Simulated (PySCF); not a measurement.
An excited-state job on `C1[C@H]2C[C@H]([C@H]21)B(F)F`.

Computed with TDDFT PBE0/def2-SVPD, vertical, gas phase, core orbitals frozen in the response (PySCF 2.14.0, density-fitted response routines). Geometry: GFN2-xTB. A driver script takes a list of jobs; this job's settings line and coordinates (Å) are shown.

Command:
```bash
OMP_NUM_THREADS=1 python probes_run.py task.json out
```

Input:
```
{"job": {"kind": "uv", "xc": "PBE0", "basis": "def2-SVPD", "nstates": 6, "ntriplets": 2}, "charge": 0, "multiplicity": 1}
F      2.846995    -1.146550     0.484183
B      1.939461    -0.189251     0.454747
F      2.106420     0.721973     1.393638
C      0.757654    -0.171547    -0.588613
C     -0.125294     1.098139    -0.733766
C     -1.355143     0.282164    -0.359388
C     -1.156392    -0.308384     1.000902
C     -0.513298    -0.952387    -0.187500
H      1.102931    -0.521423    -1.563710
H     -0.146378     1.482970    -1.750094
H      0.112261     1.908661    -0.045849
H     -2.326611     0.397179    -0.809786
H     -2.000129    -0.831311     1.426183
H     -0.549758     0.213410     1.725607
H     -0.697133    -1.975654    -0.468467
```

Output:
```
coarse grid: 13032 points
cycle   1  E = -418.4760283171  dE =  1.193e+00  |g| = 6.059e-01  |ddm| = 6.263e+00
cycle   2  E = -418.4307403434  dE =  4.529e-02  |g| = 8.218e-01  |ddm| = 1.592e+00
cycle   3  E = -418.5474675573  dE = -1.167e-01  |g| = 4.610e-02  |ddm| = 8.063e-01
cycle   4  E = -418.5477722813  dE = -3.047e-04  |g| = 2.708e-02  |ddm| = 1.176e-01
cycle   5  E = -418.5479401732  dE = -1.679e-04  |g| = 4.740e-03  |ddm| = 4.429e-02
cycle   6  E = -418.5479447588  dE = -4.586e-06  |g| = 1.275e-03  |ddm| = 1.749e-02
final grid: 128064 points
cycle   7  E = -418.6059394047  dE = -8.103e-05  |g| = 8.872e-03  |ddm| = 2.053e-01
cycle   8  E = -418.6059265492  dE =  1.286e-05  |g| = 1.147e-02  |ddm| = 3.386e-02
cycle   9  E = -418.6059601738  dE = -3.362e-05  |g| = 7.069e-04  |ddm| = 1.780e-02
cycle  10  E = -418.6059602656  dE = -9.181e-08  |g| = 2.798e-04  |ddm| = 2.365e-03
cycle  11  E = -418.6059602804  dE = -1.484e-08  |g| = 7.564e-05  |ddm| = 6.018e-04
cycle  12  E = -418.6059602816  dE = -1.177e-09  |g| = 1.779e-05  |ddm| = 2.417e-04
cycle  13  E = -418.6059602817  dE = -6.685e-11  |g| = 4.683e-06  |ddm| = 3.465e-05
converged SCF energy = -418.6059602817

Static polarisability (au): isotropic 64.660, principal 60.453 63.532 69.995

Singlet excitations
state   eV       nm        f      main configurations
  1   6.4520    192.2   0.01644   H->L 0.98
  2   7.0707    175.3   0.00157   H-1->L 0.98
  3   7.2444    171.1   0.01108   H->L+1 0.89, H->L+2 0.08
  4   7.5447    164.3   0.00832   H->L+2 0.89
  5   7.7999    159.0   0.00192   H-1->L+1 0.89
  6   7.9005    156.9   0.02002   H->L+3 0.92

Triplet excitations (Tamm-Dancoff, eV): 6.0218 6.9086
```

The SCF starts on a coarse grid where the log names one; the energy can jump when the final grid takes over, and dE then counts from the start density on the new grid. H and L stand for HOMO and LUMO; the number after each pair is its weight.

Problem. How does the lowest singlet excitation compare with the HOMO–LUMO gap?

Solution. HOMO -7.74 eV and LUMO 0.06 eV give a gap of 7.80 eV; S1 at 6.45 eV lies 1.35 eV below it.

Problem. Which computed singlet has the largest oscillator strength, and what do all of them sum to?

Solution. State 6 at 7.90 eV (157 nm), f = 0.020; the 6 states sum to 0.059.

Main results: HOMO -7.74 eV, LUMO 0.06 eV; lowest singlet 6.45 eV; lowest triplet 6.02 eV (Tamm–Dancoff); mean polarisability 64.7 au.

Time: 36 s wall; peak memory 0.88 GiB. Hardware: Arm Neoverse V2, one thread, shared host with 96 logical CPUs at a one-minute load of 31.

One conformer stands for the species.
Labels such as C1 count atoms from 1, the log's own numbers from 0.
